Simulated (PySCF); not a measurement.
Compound: C2H7PSi.
Structure used (PBE0-D3(BJ)/def2-SVP), in Å, numbered top down from 1:
```
atom  x, y, z in Å
P1     2.0994   -0.2068    0.8358
Si2    0.3178   -0.1973   -0.5212
C3    -1.3356   -0.4610    0.3022
C4    -1.0434    0.9961   -0.0692
H5     2.9554    0.4983   -0.0654
H6     2.5733   -1.4907    0.4252
H7     0.4518   -0.5880   -1.9502
H8    -1.3588   -0.7041    1.3700
H9    -2.1260   -0.9675   -0.2624
H10   -1.6443    1.4318   -0.8749
H11   -0.8787    1.6946    0.7582
```

Computed with core-valence-separated Tamm–Dancoff BHandHLYP/aug-pcX-1 (pcseg-1 on H, def2-SVPD on Si, def2-SVPD on P) in PySCF, non-relativistic, gas phase, PBE0-D3(BJ)/def2-SVP geometry. The energies are unshifted.

Question: What does the C 1s absorption edge look like?

Answer: 
```tsv
E (eV)	f	core hole on	main final orbital
284.63	0.0656	C3/C4	LUMO (2 roots, f summed)
285.65	0.0255	C3/C4	LUMO+1 (2 roots, f summed)
285.85	0.0428	C3/C4	LUMO+4 (2 roots, f summed)
286.39	0.0043	C3/C4	LUMO+2 (2 roots, f summed)
286.58	0.0105	C3/C4	LUMO+6 (2 roots, f summed)
```

The first line with a tenth or more of the strongest one's intensity is at 284.63 eV (f = 0.066, sum of 2), with the hole on C3/C4 (sp3 carbon bound to silicon). It is also the strongest listed.

Roots within 0.03 eV whose holes lie on the same, on equivalent or on shared atoms are summed into one line, and the highest roots are left out, as the search may have cut off their partners. Final orbitals are the ground state's empty Kohn–Sham orbitals.

Question: What is the summed oscillator strength of the listed C K lines, and their intensity-weighted mean energy?

Answer: Σf = 0.149 over 5 lines from 284.63 to 286.58 eV; the weighted mean is 285.35 eV. The strongest line holds 44 % of the sum.

The ionisation thresholds weren't computed; near and above them a finite basis only mimics Rydberg series and continuum.

Rough CPU time on one thread of a shared machine: about 15 s.

One conformer stands for the species.
